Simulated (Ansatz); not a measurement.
```xyz
11

O    -0.7982   -1.5831   -0.2864
C    -0.4251   -0.4602    0.0011
Si   -1.1246    0.4250    1.5746
Si    0.9587    0.2476   -1.1455
O     1.2053   -0.8904   -2.2789
Cl    2.5695    0.5296    0.0970
H    -2.5366    0.0155    1.7653
H    -0.2927    0.0059    2.7305
H    -1.0129    1.8949    1.3874
H     0.6686    1.5484   -1.7818
H     0.7879   -1.7333   -2.0630
```

Total charge 0; spin multiplicity 1.

List the PBE/def2-TZVPP orbital energies in eV (Ansatz). (An estimate is asked.)

Ansatz gave: Occupied: -2739.19, -1781.07, -1779.95, -511.25, -510.80, -271.55, -249.77, -190.45, -190.31, -190.30, -138.69, -137.75, -95.47, -95.43, -95.38, -94.48, -94.47, -94.46, -26.97, -25.58, -20.79, -15.61, -14.18, -13.18, -12.04, -10.83, -10.79, -10.36, -9.87, -9.28, -8.87, -8.77, -8.47, -8.08, -7.98, -5.59. Lowest empty: -3.49, -0.80, -0.55, -0.07, 0.29, 0.49, 0.60, 0.99.
